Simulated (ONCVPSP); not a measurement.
# manganese, ONCV: configuration errors across variants

manganese, optimised norm-conserving Vanderbilt (ONCV), made with ONCVPSP 4.0.1 (PBE, scalar-relativistic). Core [Ar], reference 3d5 4s2. Waves: 4s: rc 2.55 bohr, ncon 3, nbas 6, qcut 2.8 1/bohr, 2 projectors, debl 3.8 Ha; p scattering state at 0.19 Ha: rc 2.35 bohr, ncon 4, nbas 8, qcut 4.2 1/bohr, 2 projectors, debl 3.1 Ha; 3d: rc 1.25 bohr, ncon 3, nbas 7, qcut 12.2 1/bohr, 2 projectors, debl 1.2 Ha. Local part: polynomial inside 1.15 bohr (lpopt 5, dvloc0 6 Ha). Core correction: Teter function, fcfact 4.75, rcfact 1.1.

In the p channel the program set the typed energies aside and used 0.050, 3.150 Ha.

All-electron excitation energies from the reference (eV): (1) 3d5 4s1 8.416; (2) 3d5 4s0 24.015; (3) 3d4 4s0 56.534; (4) 3d5 4s0 4p1 13.157.

Errors AE − PS in meV (a dash: test not solved or not reliable):

| change | (1) | (2) | (3) | (4) | bound ghosts | GHOST(+) flags above zero |
| --- | --- | --- | --- | --- | --- | --- |
| base | +3.2 | +57 | +47 | +7.5 | none | s, p |
| d: rc 1.32 | +3.3 | +58 | +49 | +7.9 | none | s, p |
| core correction Teter function, fcfact 4.75, rcfact 1.42 | -14 | -123 | -354 | -37 | none | s, p |
| local potential polynomial inside 1.20 bohr (lpopt 5, dvloc0 2 Ha) | +3.3 | +57 | +47 | +7.5 | none | s, p |
| d: ncon 5, nbas 9 | +2.8 | +55 | +44 | +6.7 | none | s, p |
| core correction Teter function, parameters optimised by the program | -2.5 | +14 | -154 | -13 | none | s, p |

(1) Give the same row for: s: debl 0.75.

## Answers

(1) +2.1, +57, +47, +7.5; bound ghosts: none; GHOST(+) flags above zero: s, p.
